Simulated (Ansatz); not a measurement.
C2H4AlBrO, SMILES `[Br][Al]1[CH2]O[CH2]1`. Charge 0, multiplicity 1.

```tsv
atom	x (Å)	y (Å)	z (Å)
Br1	0.272	-2.711	2.024
Al2	0.091	-0.910	0.679
C3	0.715	-0.179	-1.024
O4	-0.096	0.974	-0.726
C5	-0.781	0.835	0.534
H6	1.766	0.110	-1.133
H7	0.390	-0.644	-1.961
H8	-0.491	1.640	1.218
H9	-1.865	0.885	0.388
```

Task: List the harmonic frequencies (cm⁻¹, unscaled) at PBE0-D4/def2-TZVP in Ansatz. (Estimate.)

Result: The calculation gave: 31, 124, 134, 260, 540, 564, 647, 674, 742, 903, 999, 1158, 1174, 1200, 1208, 1453, 1476, 3034, 3041, 3081, 3083.

Task: Is this a minimum?

Result: Yes, all 21 modes are real.

Task: Give the ideal-gas thermochemistry at 298.15 K and 1 bar (rigid rotor, harmonic oscillator; point group C2v, symmetry number 2).

Result: Zero-point energy 152.7 kJ/mol; H(298) − E = 172.1 kJ/mol; entropy 348.9 J/(mol·K), of which translation 171.4, rotation 111.2, vibration 66.3; G(298) − E = 68.1 kJ/mol. Modes under 100 cm⁻¹ are hindered rotations or soft bends, so the harmonic entropy is rough.
